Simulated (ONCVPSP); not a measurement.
## Transferability test, ONCV potential for selenium (Se)

Se, optimised norm-conserving Vanderbilt (ONCV), made with ONCVPSP 4.0.1 (PBE, scalar-relativistic). Core [Ar], reference 3d10 4s2 4p2 (charge +2). Waves: 4s: rc 1.50 bohr, ncon 4, nbas 8, qcut 3.4 1/bohr, 1 projector; 4p: rc 1.70 bohr, ncon 3, nbas 5, qcut 4.3 1/bohr, 1 projector; 3d: rc 1.20 bohr, ncon 4, nbas 8, qcut 15.2 1/bohr, 2 projectors, debl 2.1 Ha. Local part: polynomial inside 1.20 bohr (lpopt 5, dvloc0 2 Ha). Core correction: none.

In the d channel the program set the typed energies aside and used -2.786, 0.250 Ha.

Energies are relative to the spin-unpolarised reference configuration 3d10 4s2 4p2; without spin polarisation the order of configurations can differ from experiment.

```tsv
valence configuration	charge	ΔE all-electron (eV)	error AE − PS (meV)
3d10 4s2 4p4	0	-31.194	+28
3d10 4s2 4p1	+3	30.869	+9.9
3d10 4s1 4p5	0	-20.312	+11
```

(1) What are ΔE and the potential's error for 3d10 4s2 4p3?

Note: ghosts flagged at negative energy: s at -8.1 eV; no localised positive-energy state flagged. A true bound ghost makes a file unfit for plane-wave use.

## Answers

(1) ΔE = -20.348 eV all-electron; the error (AE − PS) is +11 meV.
